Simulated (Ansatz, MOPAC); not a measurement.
Molecule: H$_{4}$BSiO$_{2}$, charge 0, multiplicity 2. SMILES: O([SiH3])[B]O

Atoms: O1, B2, O3, Si4, H5, H6, H7, H8. Bonds: O1-B2, O1-H5, B2-O3, O3-Si4, Si4-H6, Si4-H7, Si4-H8.

Bond lengths (Å) and angles (degrees) optimised at AM1 with MOPAC; PM3 with MOPAC; PM6 with MOPAC; MNDO with MOPAC; B3LYP/LANL2DZ with Ansatz (a quantum-chemistry and plane-wave program); MP2/6-31G* with Ansatz, each started from the B3LYP-D3(BJ)/def2-TZVP structure (Ansatz) of the last column. A row stands for all coordinates that are equal there; 11 of 13 kinds are shown. 6-31G* holds six Cartesian d functions. No wavenumbers were computed at MNDO, B3LYP/LANL2DZ, MP2/6-31G*, so these may be saddle points.

```
coordinate    AM1    PM3    PM6   MNDO  B3LYP/LANL2DZ  MP2/6-31G*  B3LYP-D3(BJ)/def2-TZVP
----------  -----  -----  -----  -----  -------------  ----------  ----------------------
O1-B2       1.331  1.350  1.343  1.344          1.380       1.362                   1.352
O1-H5       0.962  0.945  0.934  0.944          0.972       0.970                   0.961
B2-O3       1.305  1.319  1.338  1.299          1.350       1.358                   1.341
O3-Si4      1.783  1.696  1.650  1.658          1.695       1.679                   1.657
Si4-H6      1.455  1.500  1.463  1.379          1.485       1.483                   1.479
Si4-H7      1.455  1.500  1.463  1.379          1.480       1.480                   1.477
O1-B2-O3    123.9  117.6  123.9  125.7          123.6       120.6                   121.9
B2-O3-Si4   114.1  128.2  175.2  147.4          152.7       129.9                   136.6
B2-O1-H5    104.3  114.0  123.4  114.6          118.4       110.9                   113.4
O3-Si4-H6   112.9  113.9  108.3  109.6          110.0       110.8                   110.4
O3-Si4-H7   107.0  108.6  108.0  107.7          108.1       108.4                   107.9
```

Mean signed difference of all 7 bond lengths from B3LYP-D3(BJ)/def2-TZVP: AM1 0.000 Å, PM3 0.009 Å, PM6 -0.013 Å, MNDO -0.052 Å, B3LYP/LANL2DZ 0.014 Å, MP2/6-31G* 0.010 Å.
